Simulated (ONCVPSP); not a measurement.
**P: one change to an ONCV potential, before and after**

```json
{"Element": "phosphorus (P)", "Generator": "ONCVPSP 4.0.1", "Type": "optimised norm-conserving Vanderbilt (ONCV)", "Functional": "Wu-Cohen", "Relativity": "scalar-relativistic", "Frozen core": "[Ne]", "Valence charge": "5", "Reference configuration": "3s2 3p3", "Partial waves": "3s: rc 1.55 bohr, ncon 5, nbas 8, qcut 4.3 1/bohr, 1 projector; 3p: rc 1.80 bohr, ncon 3, nbas 7, qcut 5.5 1/bohr, 1 projector; d scattering state at 0.19 Ha: rc 1.65 bohr, ncon 3, nbas 8, qcut 6.4 1/bohr, 2 projectors, debl 3.3 Ha", "Local potential": "polynomial inside 1.05 bohr (lpopt 5, dvloc0 0 Ha)", "Core correction": "none"}
```

All-electron outer shells of the reference configuration (Wu-Cohen, scalar-relativistic, ld1.x):

```tsv
shell	level (eV)	outermost node (bohr)	outermost maximum (bohr)
2s	-173.69	0.14	0.42
2p	-124.48	–	0.36
3s	-13.93	0.65	1.58
3p	-5.48	0.64	1.83
```

Change: functional PBE.

Cutoffs: the cutoffs (Ha) at which the residual kinetic energy of the hardest occupied pseudo-wave falls to 1 and 0.1 mHa per electron; they do not see the model core or the augmentation charge, which bear on the density cutoff. Errors are all-electron minus pseudo energies relative to the spin-unpolarised reference configuration.

Question: How do hardness, ghosts and transferability respond?

Answer: The potential gets neither clearly harder nor softer (10 Ha and 24 Ha → 10 Ha and 24 Ha); of the 4 tests that both files solve, the error grows in 0 and shrinks in 4 by more than 15 % and 0.3 meV (median size 26.4 → 14.7 meV); neither file shows a bound ghost.

| quantity | base | changed |
| --- | --- | --- |
| cutoff, loose | 10 Ha | 10 Ha |
| cutoff, tight | 24 Ha | 24 Ha |
| loose cutoff by channel | s 10 Ha, p 4.6 Ha | s 10 Ha, p 4.5 Ha |
| bound ghosts | none | none |
| GHOST(+) flags under 300 eV | s at 23.3 eV | s at 33.0 eV |
| error for 3s2 3p2, meV [ΔE 9.71 → 9.73 eV] | +5.0 | +2.7 |
| error for 3s2 3p1, meV [ΔE 28.85 → 28.88 eV] | +41 | +20 |
| error for 3s2 3p0, meV [ΔE 58.60 → 58.62 eV] | +166 | +81 |
| error for 3s1 3p3, meV [ΔE 18.81 → 18.85 eV] | +12 | +9.1 |
| s: phases at 1.57 bohr within 0.05 rad from the reference energy up to (Ha; the scan ends near 5) | 0.4 | 0.6 |
| p: phases at 1.83 bohr within 0.05 rad from the reference energy up to (Ha; the scan ends near 5) | 1.8 | 1.8 |
| d: phases at 1.68 bohr within 0.05 rad from the reference energy up to (Ha; the scan ends near 5) | to the end of the scan | to the end of the scan |

Base: The cutoffs count occupied waves only; projector 2 of the d channel, the hardest unoccupied one, needs 35 Ha at the loose tolerance. Changed file: The cutoffs count occupied waves only; projector 2 of the d channel, the hardest unoccupied one, needs 35 Ha at the loose tolerance.
